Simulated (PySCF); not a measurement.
C₃H₇Tl.
Bonds: C1–C2 (double), C2–Tl3, Tl3–C4. Hydrogens: H5, H6 on C1; H7 on C2; H8 on Tl3; H9, H10, H11 on C4.

Method: PySCF 2.14.0, PBE0-D3(BJ)/def2-SVP geometry optimisation, gas phase, def2 core potentials past Kr.

**Question.** How far are the bound atoms from Tl3?

**Answer.** 3 atoms: H8 1.758 Å, C2 2.203 Å, C4 2.210 Å. The nearest atom not counted as bound is H9, at 2.76 Å.

**Question.** List the angles at Tl3.

**Answer.** 
```tsv
angle	degrees	distance of the outer atoms (Å)
C4–Tl3–H8	123.5	3.50
C2–Tl3–C4	121.6	3.85
C2–Tl3–H8	115.0	3.35
```

**Question.** What is the shape at Tl3?

**Answer.** Planar: angles 123.5°, 121.6° and 115.0°, sum 360.0°, 0.01 Å off the plane of its three neighbours.

**Question.** What are the other bond lengths?

**Answer.** C1=C2 1.337 Å; C1–H5 1.099 Å; C1–H6 1.097 Å; C2–H7 1.097 Å; C4–H9, C4–H10, C4–H11 1.099 Å.

**Question.** Give some angles away from the centre.

**Answer.** C1–C2–Tl3 121.7°.

**Question.** What are the rotational constants (commonest isotopes, rigid rotor)?

**Answer.** A = 12179, B = 2060, C = 1782 MHz: a near-prolate asymmetric top.

Charge 0, singlet. No PBE0-D3(BJ)/def2-SVP frequencies stand behind this structure, so it isn't proved a minimum.

The values belong to the conformer `[CH2:1]=[CH:2][TlH:3][CH3:4]`: C1–C2–Tl3–C4 179°.
